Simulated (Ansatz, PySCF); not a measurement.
C3H5BN2O, SMILES CB(O)/C=N\C#N. Atoms are numbered in the order given.

```xyz
12

C     -1.1473     1.2722    -0.5056
B     -1.1796    -0.2688    -0.2722
O     -2.3595    -0.9276    -0.3072
C      0.1238    -1.1597     0.0158
N      1.3519    -0.7986     0.1055
C      1.7803     0.4507    -0.0332
N      2.2973     1.4905    -0.1297
H     -0.7005     1.7959     0.3561
H     -2.1540     1.6743    -0.6851
H     -0.4997     1.5323    -1.3597
H     -2.2945    -1.8770    -0.1535
H     -0.0168    -2.2476     0.1639
```
Charge 0, spin multiplicity 1.

Geometry: PBE0-D3(BJ)/def2-SVP. The structure was generated by enumeration; whether it is a known compound was not checked. One conformer was computed; it need not be the lowest.

Two levels are set side by side: PBE-D3(BJ)/def2-SVP (Ansatz, an electronic-structure program) and PBE0-D3(BJ)/def2-SVP (Ansatz). Each level has its own optimised geometry; the coordinates shown are those of the second. Frequencies come from the Hessian of PySCF at each geometry. Differences are taken from unrounded values.

```json
[
 {"quantity": "mean bond length (Å)", "PBE0-D3(BJ)": "1.243"},
 {"quantity": "bond C1–B2 (Å)", "PBE0-D3(BJ)": "1.559"},
 {"quantity": "bond B2–O3 (Å)", "PBE0-D3(BJ)": "1.352"},
 {"quantity": "bond B2–C4 (Å)", "PBE0-D3(BJ)": "1.605"},
 {"quantity": "bond C4–N5 (Å)", "PBE0-D3(BJ)": "1.283"},
 {"quantity": "bond N5–C6 (Å)", "PBE0-D3(BJ)": "1.328"},
 {"quantity": "bond C6–N7 (Å)", "PBE0-D3(BJ)": "1.165"},
 {"quantity": "bond C1–H8 (Å)", "PBE0-D3(BJ)": "1.103"},
 {"quantity": "bond C1–H9 (Å)", "PBE0-D3(BJ)": "1.099"},
 {"quantity": "bond C1–H10 (Å)", "PBE0-D3(BJ)": "1.103"},
 {"quantity": "bond O3–H11 (Å)", "PBE0-D3(BJ)": "0.964"},
 {"quantity": "bond C4–H12 (Å)", "PBE0-D3(BJ)": "1.107"},
 {"quantity": "highest harmonic wavenumber (cm⁻¹)", "PBE0-D3(BJ)": "3880"},
 {"quantity": "mean harmonic wavenumber (cm⁻¹)", "PBE0-D3(BJ)": "1264"},
 {"quantity": "zero-point energy (kcal/mol)", "PBE0-D3(BJ)": "54.21"}
]
```

Task: What does PBE-D3(BJ) give, and how far is it from PBE0-D3(BJ)? (An estimate is asked for; the answer gives what the named calculation found.)

Result: 
```csv
quantity,PBE-D3(BJ),PBE-D3(BJ) minus PBE0-D3(BJ)
mean bond length (Å),1.251,0.009
bond C1–B2 (Å),1.565,0.006
bond B2–O3 (Å),1.365,0.013
bond B2–C4 (Å),1.604,-0.001
bond C4–N5 (Å),1.299,0.015
bond N5–C6 (Å),1.329,0.001
bond C6–N7 (Å),1.183,0.018
bond C1–H8 (Å),1.111,0.008
bond C1–H9 (Å),1.107,0.008
bond C1–H10 (Å),1.111,0.008
bond O3–H11 (Å),0.976,0.012
bond C4–H12 (Å),1.116,0.009
highest harmonic wavenumber (cm⁻¹),3696,-184
mean harmonic wavenumber (cm⁻¹),1218,-46
zero-point energy (kcal/mol),52.24,-1.97
```

Exact exchange shortens and stiffens bonds; PBE has none. Differences between two approximate levels are no errors against the true value.
